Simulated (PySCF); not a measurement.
## Relaxation of quintet CoO2Cl

Level of theory: PySCF, UPBE0, basis Co def2-TZVP, O def2-TZVP, Cl def2-TZVP (no relativity, density fitting). A (50,194) grid was used.

A hand-made trigonal pyramidal start, of Cs symmetry, held to at least that symmetry:

```xyz
4
charge 0 multiplicity 5, angstrom
Co   -0.3355    0.0000   -0.4647
O    -1.0419    1.2234    0.2865
O    -1.0419   -1.2234    0.2865
Cl    1.5187    0.0000    0.5212
```

Task: What forces act on the atoms at the start (eV/Å)?

Result: 
```
atom     Fx     Fy     Fz
 Co1  -0.01   0.00   1.13
  O2  -0.72   0.84  -0.47
  O3  -0.72  -0.84  -0.47
 Cl4   1.44   0.00  -0.18
```

Task: What does it relax to?

Result: It ends at C2v with Co–Cl 2.107 Å, Co–O 1.628 Å (×2); Cl–Co–O 128.0° (×2), O–Co–O 104.0° (after a last refinement on a finer grid). A frequency run shows a minimum. Other isomers or separated fragments may lie lower.

Task: How much energy is released, and in how many steps?

Result: 91.0 kJ/mol in 9 steps.

Open d and f shells are described by one determinant, and the ground state may have another occupation or spin.

The relaxation took 48 s on 4 threads of a shared Arm Neoverse V1 host, with 144 basis functions and 10 gradients; the process peaked at 0.96 GiB.
